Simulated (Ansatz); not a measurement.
The first iterations of a band of C3H4Se (8 atoms, charge 0, multiplicity 1).

Theory: RKS PBE0-D4/def2-SVP (Ansatz 0.2.0).

```yaml
movable_images: 7
climbing_image: yes
spring: 5.0 eV/Å²
optimiser: quadratic models (default)
start_path: straight line
force_threshold: 0.05 eV/Å
iteration_limit: 60
end_points: relaxed
```

First end point:

```xyz
8
Properties=species:S:1:pos:R:3
C -0.528 1.681 -0.357
C -0.059 0.526 0.040
C 0.419 -0.630 0.421
Se 0.597 -2.105 -0.780
H -1.587 1.935 -0.236
H 0.122 2.432 -0.820
H 0.814 -0.773 1.432
H 0.314 -3.124 0.243
```

Last end point:

```xyz
8
Properties=species:S:1:pos:R:3
C -0.282 1.726 -0.415
C -0.101 0.517 0.051
C 0.069 -0.697 0.508
Se -0.076 -2.234 -0.617
H -1.285 2.160 -0.496
H 0.565 2.341 -0.737
H 0.219 -0.884 1.576
H 0.985 -2.986 0.073
```

| iteration | highest image above the first end (eV) | largest band force component (eV/Å) |
| --- | --- | --- |
| 1 | 1.104 | 7.350 |
| 2 | 0.120 | 1.938 |
| 3 | 0.129 | 1.014 |
| 4 | 0.566 | 2.205 |
| 5 | 0.106 | 1.012 |
| 6 | 0.034 | 0.640 |
| 7 | 0.010 | 0.224 |
| 8 | 0.006 | 0.126 |
| 9 | 0.309 | 2.193 |
| 10 | 0.211 | 2.008 |
| 11 | 0.089 | 0.913 |

Q: Does the band converge within its limit, and where does its top end?

A: The forces met the threshold. It ended after 33 iterations with the highest image 0.006 eV above the first end. The top lies less than 8 meV above the higher end, about what the thresholds resolve: that end is a shoulder or a very shallow well. The order of the stationary point at the top wasn't checked.

Time of the run: 7.9 min on 2 threads of Arm Neoverse V1, with other jobs on the host, peak memory 0.2 GiB.
